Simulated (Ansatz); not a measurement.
**Redistribution: C2H4FI + C2H2F3I → C2H3FI2 + C2H3F3**

Species: C2H4FI `CC(F)I`, singlet; C2H2F3I (1,1,1-trifluoro-2-iodoethane) `FC(F)(F)CI`, singlet; C2H3FI2 `FC(I)CI`, singlet; C2H3F3 (1,1,1-trifluoroethane) `CC(F)(F)F`, singlet. The partners trade H for I; both sit on C, so the bond types are kept.

Shapes, held fixed at every level: PBE0-D4/def2-TZVP. Flexible molecules stand in one conformer, not always the lowest. Programs: Ansatz 0.2.0. The zero-point and thermal change to 298 K, harmonic and unscaled (PBE0-D4/def2-TZVP), is +0.2 kJ/mol.

| level | kind | ΔH(298 K) (kJ/mol) | less CCSD(T)/def2-TZVPP |
| --- | --- | --- | --- |
| PBE-D4/def2-TZVPP | GGA | -18.7 | -1.5 |
| B3LYP-D4/def2-TZVPP | global hybrid | -18.9 | -1.7 |
| PBE0-D4/def2-TZVPP | global hybrid | -18.0 | -0.8 |
| r2SCAN0-D4/def2-TZVPP | global hybrid | -18.1 | -0.9 |
| wB97X-V/def2-TZVPP | range-separated hybrid | -14.1 | +3.1 |
| MP2/def2-TZVPP | perturbation theory | -20.5 | -3.3 |
| CCSD(T)/def2-TZVPP | coupled cluster or CI | -17.2 | 0.0 |

The highest level, CCSD(T)/def2-TZVPP, gives ΔH(298 K) = -17.2 kJ/mol; the levels span -20.5 to -14.1. The column of differences is taken from that level and isn't an error. No measured value is set beside it here. For atoms past krypton def2 sets carry core potentials with scalar relativity. Outer-core shells of I are correlated, in sets that cover them unevenly.
